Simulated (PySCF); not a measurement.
# Reading the logs of faulty runs: B2C2H6

These are calculations, not measurements. They come from PySCF 2.14.0, an open-source quantum chemistry program, on an isolated molecule that a program drew, which may never have been made. The molecule is B2C2H6 (charge 0, singlet), drawn as the SMILES string `C=BBC`.

Each row is a Hartree-Fock (HF) and frozen-core CCSD(T) single point in the cc-pVDZ basis, meant for a local HF minimum. Run 1 is clean. Each other run has one planted mistake out of seven kinds, and not every kind appears here: one electron removed, one electron added, multiplicity raised by two, geometry at a saddle point, minimal basis STO-3G, one bond length entered in bohr, all coordinates scaled. The reference is restricted for singlets and unrestricted otherwise, and also for a bond in bohr. Adding or removing an electron swaps singlet and doublet. Electrons count all cores. HOMO and LUMO are orbital energies over both spins, the gradient is its largest component, and the lowest frequency (negative if imaginary) is given only where the gradient is small. Bond lengths are over the 9 bonds as drawn. T1 is the CCSD diagnostic: over 0.02 (restricted) or 0.045 (unrestricted) a single reference is doubtful.

Geometry of the clean run:
```xyz
10
B2C2H6, angstrom
C    -0.5744   -0.5628    3.0990
B    -0.6180    0.0258    1.8376
B    -0.6864    0.7244    0.3262
C     0.5119    1.4747   -0.3783
H     0.3187   -0.5474    3.7157
H    -1.4326   -1.0680    3.5311
H    -1.7308    0.6455   -0.2688
H     0.7278    0.9821   -1.3342
H     1.4369    1.5321    0.1969
H     0.1980    2.4934   -0.6353
```

```
run,electrons,basis functions,<S^2>,HOMO (eV),LUMO (eV),gradient (hartree/bohr),lowest frequency (cm^-1),mean bond (Å),longest bond (Å),T1,HF (hartree),CCSD(T) (hartree),mistake
1,28,86,0.000,-8.82,1.71,2.9e-05,47,1.2554,1.666,0.0145,-128.53918,-129.04073,no fault
2,28,86,2.015,-6.27,0.31,1.5e-01,-,1.2554,1.666,0.0136,-128.46487,-128.93392,multiplicity raised by two
3,28,86,0.000,-9.12,2.00,4.4e-02,-,1.1888,1.578,0.0136,-128.51065,-129.00288,all coordinates scaled
4,28,86,0.971,-8.76,1.85,1.9e-02,-,1.4201,3.149,0.0535,-128.40249,-128.88474,?
5,27,86,0.755,-17.78,-6.53,6.1e-02,-,1.2554,1.666,0.0130,-128.26447,-128.71472,?
```

**Which mistake was planted in run 4, and what did it cost?**

The mean bond changes by a factor of 1.131 and the longest by 1.890, so the molecule wasn't scaled as a whole. A length L in bohr read as angstrom grows by (1/0.5292 - 1) L = 0.890 L. The 9 bonds together grew by 9 x 0.1647 = 1.482 Å, which gives L = 1.666 Å. That is bond B2-B3, 1.666 Å in the clean geometry. So the mistake is: one bond length entered in bohr. Subtracting run 1 and multiplying by 627.51 kcal/mol a hartree, the energy moved by 85.8 kcal/mol in HF and 97.9 kcal/mol in CCSD(T).

**Which mistake was planted in run 5, and what did it cost?**

It counts 27 electrons, one fewer than the clean run, at the same geometry and basis. So the mistake is: one electron removed. Subtracting run 1 and multiplying by 627.51 kcal/mol a hartree, the energy moved by 172.4 kcal/mol in HF and 204.6 kcal/mol in CCSD(T).

Cautions from the logs. Run 4: T1 is over the limit, so its CCSD(T) energy is less reliable.
